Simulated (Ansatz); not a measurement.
Job for Ansatz (a program for electronic structure): R-wB97M-V/def2-TZVPP on CHCl (SMILES [CH]Cl), atoms moved off the minimum.

Ansatz 0.2 input:
```yaml
crystal:
  periodic: [false, false, false]
  atoms:
    - {symbol: C, position_ang: [-1.22494424, 0.54208611, 0.10670979]}
    - {symbol: Cl, position_ang: [0.45567753, -0.02999739, 0.11706992]}
    - {symbol: H, position_ang: [-1.81464235, -0.20103236, -0.01573605]}
basis:
  gaussian:
    orbitals: def2-TZVPP
hamiltonian:
  xc: {name: wB97M-V}
scf: {lower_state_search: off}
output: {forces: true}
```

Program output:

```
WARN ansatz: RAYON_NUM_THREADS=1 ignored (pool sized by the plan → 1); use --threads N
Functional definition: wB97M-V
these checks for a lower state are left out or cut short: stability, starts, cluster_reference, orbital_swaps, neighbouring_geometries, increment
integrals: 0.02 GiB planned
549 factors; their error is unknown
integrals: 0.06 GiB planned
99 factors; integrals over basis functions are off by at most 6.6e-5 eV
mean field: 0.25 GiB planned
mean field evaluation 1: about -13570.7198 eV, gradient 1.4e1 eV
mean field evaluation 2: about -13571.0197 eV, gradient 9.5e0 eV
mean field evaluation 4: about -13571.2435 eV, gradient 5.3e-1 eV
mean field evaluation 8: about -13571.2589 eV, gradient 2.2e-1 eV
mean field evaluation 16: about -13571.2590 eV, gradient 2.4e-4 eV
mean field -13571.25898817 eV, -498.7345688856 hartree, gradient 3.6e-6 eV, S^2 0.000000; 0 other end points of the search recorded, 0 dependent functions left out
the calculation of the forces begins
reference -13571.25901780 eV, -498.7345699743 hartree; 12, 12 occupied and 75, 75 virtual orbitals, 549 factors
Total energy: -13571.25901780 eV, -498.7345699743 hartree
Atom 0 at    -1.224944     0.542086     0.106710 Å, force     5.894929     5.865003     1.027209 eV/Å
Atom 1 at     0.455678    -0.029997     0.117070 Å, force    -2.251325     0.236528    -0.080571 eV/Å
Atom 2 at    -1.814642    -0.201032    -0.015736 Å, force    -3.643604    -6.101531    -0.946638 eV/Å
Dipole moment:    -0.060964    -0.335746    -0.045251 e Å
Checks for a lower state left out: stability, starts, cluster_reference, orbital_swaps, neighbouring_geometries, increment
```

The calculation finished and met its thresholds.

Cost: around 2.8 core-seconds (rough).
